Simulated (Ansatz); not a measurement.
Reaction (isomerisation): `FCC(F)(F)OC(F)C(F)F` → `FCC(F)(F)OC(F)(F)CF`

Gas-phase electronic energies from Ansatz, PBE0-D4/def2-TZVP geometries. CCSD(T)/CBS adds triple-zeta CCSD(T) − MP2 to the extrapolated MP2 energy (def2 sets, frozen cores). DFT in def2-TZVPP. Each species was taken in one conformer, which may not be the lowest.

```json
{"level": "PBE-D4", "ΔE (kJ/mol)": "-9.0", "difference from CCSD(T)/CBS": "1.7"}
{"level": "PBE0-D4", "ΔE (kJ/mol)": "-11.1", "difference from CCSD(T)/CBS": "-0.4"}
{"level": "ωB97X-V", "ΔE (kJ/mol)": "-11.8", "difference from CCSD(T)/CBS": "-1.1"}
{"level": "B2PLYP", "ΔE (kJ/mol)": "-9.2", "difference from CCSD(T)/CBS": "1.5"}
{"level": "r2SCANh", "ΔE (kJ/mol)": "-13.6", "difference from CCSD(T)/CBS": "-2.9"}
{"level": "r2SCAN0", "ΔE (kJ/mol)": "-13.8", "difference from CCSD(T)/CBS": "-3.1"}
{"level": "SCS-MP2/def2-TZVPP", "ΔE (kJ/mol)": "-9.5", "difference from CCSD(T)/CBS": "1.2"}
{"level": "HF/def2-QZVPP", "ΔE (kJ/mol)": "-11.8", "difference from CCSD(T)/CBS": "-1.1"}
{"level": "SCS-MP2/def2-QZVPP", "ΔE (kJ/mol)": "-9.6", "difference from CCSD(T)/CBS": "1.1"}
{"level": "CCSD/CBS(def2)", "ΔE (kJ/mol)": "-10.6", "difference from CCSD(T)/CBS": "0.1"}
{"level": "CCSD(T)/CBS", "ΔE (kJ/mol)": "-10.7", "difference from CCSD(T)/CBS": "0"}
```

Largest T1 diagnostic among the species: 0.012.

From BLYP to BHLYP (50 % exact exchange), in def2-TZVPP and without D4, ΔE moves by −5.0 kJ/mol. Leaving LDA and LC-ωPBE aside and taking each functional with its dispersion term where it has one, the values, not all of them listed here, spread over 7.4 kJ/mol, from B97M-V to BLYP-D4. LDA lies −4.8 kJ/mol from PBE without D4. At CCSD(T), def2-SVP lies −6.3 kJ/mol from the extrapolated value and def2-TZVPP +0.3 kJ/mol.

CCSD(T)/CBS has its own doubt, a few kJ/mol and more with outer-core shells, so smaller differences from it don't rank the levels.
